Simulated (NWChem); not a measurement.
System: SiHOBr, singlet; SMILES O[Si]Br

The following NWChem deck was run.

```
start job
memory heap 200 mb stack 900 mb global 1100 mb
geometry units angstroms noautoz
  Si     0.609684     1.166997     0.000000
  Br     0.021397    -1.035651     0.000000
  O     -0.931886     1.852291     0.000000
  H     -0.903451     2.829645     0.000000
end
basis spherical
  Si library sto-3g
  Br library sto-3g
  O library sto-3g
  H library sto-3g
end
dft
  xc hfexch
  iterations 150
  mulliken
end
task dft energy
```

Output (shortened):

```
             Northwest Computational Chemistry Package (NWChem) 7.3.0
             --------------------------------------------------------

 CS  symmetry detected

                             Geometry "geometry" -> ""
                             -------------------------

 Output coordinates in angstroms (scale by  1.889725989 to convert to a.u.)

  No.       Tag          Charge          X              Y              Z
 ---- ---------------- ---------- -------------- -------------- --------------
    1 Si                  14.0000     0.67959657     1.15977335     0.00000000
    2 Br                  35.0000    -0.06684308    -0.99442433     0.00000000
    3 O                    8.0000    -0.80822959     1.95503384     0.00000000
    4 H                    1.0000    -0.70900729     2.92775391     0.00000000

 Effective nuclear repulsion energy (a.u.)     209.8712695848

      Symmetry information
      --------------------

 Group name             Cs
 Group number              2
 Group order               2
 No. of unique centers     4

  xc_inp: hfexch multiplicative factor not found.

                                 NWChem DFT Module
                                 -----------------

 Summary of "ao basis" -> "ao basis" (spherical)
 ------------------------------------------------------------------------------
       Tag                 Description            Shells   Functions and Types
 ---------------- ------------------------------  ------  ---------------------
 Si                          sto-3g                  5        9   3s2p
 Br                          sto-3g                  8       18   4s3p1d
 O                           sto-3g                  3        5   2s1p
 H                           sto-3g                  1        1   1s

      Symmetry analysis of basis
      --------------------------

        a'         25
        a"          8

            General Information
            -------------------
          SCF calculation type: DFT
          Wavefunction type:  closed shell.
          No. of atoms     :     4
          No. of electrons :    58
           Alpha electrons :    29
            Beta electrons :    29
          Charge           :     0
          Spin multiplicity:     1
          Use of symmetry is: on ; symmetry adaption is: on
          Maximum number of iterations: 150
          AO basis - number of functions:    33
                     number of shells:    17
          Convergence on energy requested:  1.00D-06
          Convergence on density requested:  1.00D-05
          Convergence on gradient requested:  5.00D-04

              XC Information
              --------------
                     Hartree-Fock (Exact) Exchange  1.000

      Superposition of Atomic Density Guess
      -------------------------------------

 Sum of atomic energies:       -2904.34090341

      Non-variational initial energy
      ------------------------------

 Total energy =   -2904.163511
 1-e energy   =   -4485.221375
 2-e energy   =    1371.186595
 HOMO         =      -0.103627
 LUMO         =       0.210426

      Symmetry analysis of molecular orbitals - initial
      -------------------------------------------------

  Numbering of irreducible representations:

     1 a'          2 a"

  Orbital symmetries:

     1 a'          2 a'          3 a'          4 a'          5 a'
     6 a"          7 a'          8 a'          9 a'         10 a'
    11 a"         12 a'         13 a'         14 a'         15 a"
    16 a'         17 a'         18 a"         19 a'         20 a"
    21 a'         22 a'         23 a'         24 a'         25 a'
    26 a"         27 a'         28 a"         29 a'         30 a"
    31 a'         32 a'         33 a'

     ---------------------------------------------
      Total Density - Mulliken Population Analysis
     ---------------------------------------------

    Atom       Charge   Shell Charges
 -----------   ------   -------------------------------------------------------
    1 Si  14    12.88   2.00  2.00  5.87  1.84  1.17
    2 Br  35    35.63   2.00  2.00  6.00  2.00  5.99  1.97  5.67 10.00
    3 O    8     8.84   2.00  1.84  5.00
    4 H    1     0.65   0.65

   convergence    iter        energy       DeltaE   RMS-Dens  Diis-err
 ---------------- ----- ----------------- --------- --------- ---------
 d= 0,ls=0.0,diis     1  -2904.6392910471 -3.11D+03  3.15D-02  3.53D-01
 d= 0,ls=0.0,diis     2  -2904.7102388706 -7.09D-02  8.48D-03  7.30D-02
 d= 0,ls=0.0,diis     3  -2904.7234470339 -1.32D-02  2.10D-03  1.37D-03
 d= 0,ls=0.0,diis     4  -2904.7239037389 -4.57D-04  7.29D-04  7.92D-05
 d= 0,ls=0.0,diis     5  -2904.7239496285 -4.59D-05  2.73D-04  8.28D-06
  Resetting Diis
 d= 0,ls=0.0,diis     6  -2904.7239549613 -5.33D-06  5.35D-05  4.03D-07
 d= 0,ls=0.0,diis     7  -2904.7239552041 -2.43D-07  7.23D-06  1.70D-08

         Total DFT energy =    -2904.723955204057
      One electron energy =    -4485.676821129162
           Coulomb energy =     1490.999986268107
    Exchange-Corr. energy =     -119.918389927760
 Nuclear repulsion energy =      209.871269584759

 Numeric. integr. density =        0.000000000000

                  Occupations of the irreducible representations
                  ----------------------------------------------

                     irrep           alpha         beta
                     --------     --------     --------
                     a'               22.0         22.0
                     a"                7.0          7.0

                       DFT Final Molecular Orbital Analysis
                       ------------------------------------

 Vector   27  Occ=2.000000D+00  E=-2.927508D-01  Symmetry=a'
              MO Center=  5.5D-02, -7.5D-01,  8.7D-17, r^2= 1.9D+00
   Bfn.  Coefficient  Atom+Function         Bfn.  Coefficient  Atom+Function
  ----- ------------  ---------------      ----- ------------  ---------------
    20      0.752128  2 Br px                21     -0.593942  2 Br py
    16     -0.221384  2 Br px                 7      0.217247  1 Si px
    17      0.177259  2 Br py                 6      0.160431  1 Si s
     8      0.107821  1 Si py                29      0.097182  3 O  s
    33     -0.087259  4 H  s                 31     -0.086320  3 O  py

 Vector   28  Occ=2.000000D+00  E=-2.889905D-01  Symmetry=a"
              MO Center= -8.0D-02, -8.5D-01,  8.1D-18, r^2= 1.5D+00
   Bfn.  Coefficient  Atom+Function         Bfn.  Coefficient  Atom+Function
  ----- ------------  ---------------      ----- ------------  ---------------
    22      0.992226  2 Br pz                18     -0.292687  2 Br pz
    32     -0.202275  3 O  pz                 9      0.114518  1 Si pz
    14      0.096980  2 Br pz                 5     -0.041293  1 Si pz

 Vector   29  Occ=2.000000D+00  E=-2.418384D-01  Symmetry=a'
              MO Center=  4.0D-01,  4.6D-01, -1.6D-16, r^2= 3.3D+00
   Bfn.  Coefficient  Atom+Function         Bfn.  Coefficient  Atom+Function
  ----- ------------  ---------------      ----- ------------  ---------------
    20     -0.594767  2 Br px                 6      0.550068  1 Si s
     7      0.435415  1 Si px                30     -0.375727  3 O  px
    21     -0.336906  2 Br py                 8      0.204620  1 Si py
    16      0.173393  2 Br px                 3     -0.157762  1 Si px
     2     -0.148212  1 Si s                 17      0.100135  2 Br py

 Vector   30  Occ=0.000000D+00  E= 2.054821D-01  Symmetry=a"
              MO Center=  5.5D-01,  1.1D+00, -6.4D-17, r^2= 1.7D+00
   Bfn.  Coefficient  Atom+Function         Bfn.  Coefficient  Atom+Function
  ----- ------------  ---------------      ----- ------------  ---------------
     9      1.002500  1 Si pz                32     -0.354613  3 O  pz
     5     -0.332854  1 Si pz                22     -0.244484  2 Br pz
    18      0.066586  2 Br pz

 Vector   31  Occ=0.000000D+00  E= 3.594979D-01  Symmetry=a'
              MO Center=  4.3D-01,  5.4D-01, -2.6D-18, r^2= 2.2D+00
   Bfn.  Coefficient  Atom+Function         Bfn.  Coefficient  Atom+Function
  ----- ------------  ---------------      ----- ------------  ---------------
     8      0.985731  1 Si py                21      0.703165  2 Br py
    19      0.359720  2 Br s                  6     -0.330654  1 Si s
     7      0.315269  1 Si px                 4     -0.303899  1 Si py
    20      0.248696  2 Br px                33     -0.181300  4 H  s
    17     -0.176457  2 Br py                29      0.115439  3 O  s

 Vector   32  Occ=0.000000D+00  E= 4.705138D-01  Symmetry=a'
              MO Center=  8.7D-02,  1.6D+00,  7.8D-17, r^2= 1.8D+00
   Bfn.  Coefficient  Atom+Function         Bfn.  Coefficient  Atom+Function
  ----- ------------  ---------------      ----- ------------  ---------------
     7      0.849301  1 Si px                29      0.739249  3 O  s
    30      0.581435  3 O  px                33     -0.471110  4 H  s
     8     -0.422995  1 Si py                 6     -0.394003  1 Si s
     3     -0.251139  1 Si px                 4      0.126343  1 Si py
    21      0.126164  2 Br py                28     -0.115925  3 O  s

     ---------------------------------------------
      Total Density - Mulliken Population Analysis
     ---------------------------------------------

    Atom       Charge   Shell Charges
 -----------   ------   -------------------------------------------------------
    1 Si  14    13.37   2.00  2.00  5.89  1.78  1.70
    2 Br  35    35.34   2.00  2.00  6.00  2.00  5.99  1.97  5.38 10.00
    3 O    8     8.46   2.00  1.84  4.62
    4 H    1     0.83   0.83

     -------------------------------------------
      Total Density - Lowdin Population Analysis
     -------------------------------------------

    Atom       Charge   Shell Charges
 -----------   ------   -------------------------------------------------------
    1 Si  14    13.48   2.00  1.99  5.82  1.78  1.89
    2 Br  35    35.30   2.00  2.00  6.00  2.00  5.98  1.94  5.38 10.00
    3 O    8     8.35   2.00  1.71  4.64
    4 H    1     0.88   0.88

     Multipole analysis of the density
     ---------------------------------

     L   x y z        total         alpha         beta         nuclear
     -   - - -        -----         -----         ----         -------
     0   0 0 0     -0.000000    -29.000000    -29.000000     58.000000

     1   1 0 0      0.588836      0.294418      0.294418      0.000000
     1   0 1 0      1.448330      0.724165      0.724165     -0.000000
     1   0 0 1      0.000000      0.000000      0.000000      0.000000

     2   2 0 0    -25.967074    -35.036417    -35.036417     44.105761
     2   1 1 0      0.888913      2.865233      2.865233     -4.841553
     2   1 0 1      0.000000      0.000000      0.000000      0.000000
     2   0 2 0    -21.205156   -175.926486   -175.926486    330.647816
     2   0 1 1     -0.000000     -0.000000     -0.000000      0.000000
     2   0 0 2    -22.280178    -11.140089    -11.140089      0.000000
```

Level: Hartree-Fock/STO-3G. Low-valent species are run as closed-shell singlets; no triplet was tried in these runs. Structure relaxed at the PBE-D3(BJ)/def2-SVP level.
